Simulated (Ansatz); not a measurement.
Geometry optimisation, Ansatz 0.2.0, RKS CAM-B3LYP/def2-SVP.

Input:

```yaml
crystal:
  periodic: [false, false, false]
  atoms:
    - { symbol: B, position_ang: [0.0, 0.0, 0.0] }
    - { symbol: "N", position_ang: [0.0, 0.0, 1.55] }
    - { symbol: H, position_ang: [-0.877, -0.2713, 2.08] }
    - { symbol: H, position_ang: [0.877, 0.2713, 2.08] }
    - { symbol: C, position_ang: [1.3856, 0.0, -0.8] }
    - { symbol: H, position_ang: [1.7152, -1.0462, -0.9702] }
    - { symbol: H, position_ang: [1.2491, 0.508, -1.7774] }
    - { symbol: H, position_ang: [2.1552, 0.5381, -0.2082] }
    - { symbol: F, position_ang: [-1.1431, 0.0, -0.66] }
basis:
  gaussian: { orbitals: def2-SVP }
hamiltonian:
  xc: cam_b3lyp
relax:
  f_tol: 0.02
  max_steps: 40
```

Launched with:

```bash
$ ansatz run input.yaml --threads 2 --pin off --max-ram 3072MiB --backend cpu --events-out ev --progress --plain --runs-dir out
```

Where does it end, and by what steps?

It converged. The force dipped under the threshold on the way, but the program's further checks kept it going. After 12 steps the energy has fallen by 0.611 eV; F9 moved furthest, 0.43 Å.

```
step  energy less start (eV)  largest force component (eV/Å)  accepted
   0                  0.0000                           3.734       yes
   1                 -0.4945                           1.944       yes
   2                 -0.5699                           1.357       yes
   3                 -0.5940                           0.455       yes
   4                 -0.5850                           0.702        no
   5                 -0.6041                           0.112       yes
   6                 -0.6089                           0.049       yes
   7                 -0.5990                           0.469        no
   8                 -0.6104                           0.016       yes
   9                 -0.6105                           0.105       yes
  10                 -0.6102                           0.146        no
  11                 -0.6111                           0.021       yes
  12                 -0.6111                           0.003       yes
```

```xyz
9
Properties=species:S:1:pos:R:3
B 0.063 -0.107 0.089
N -0.012 0.084 1.470
H -0.884 -0.002 1.979
H 0.788 0.317 2.042
C 1.382 0.013 -0.756
H 1.577 -0.935 -1.283
H 1.259 0.781 -1.536
H 2.271 0.265 -0.161
F -1.082 -0.415 -0.549
```

Whether the end is a true minimum wasn't checked by a vibrational analysis.

Run time: 19 s on 2 threads of Arm Neoverse V2, on a shared host, peak memory 0.17 GiB.
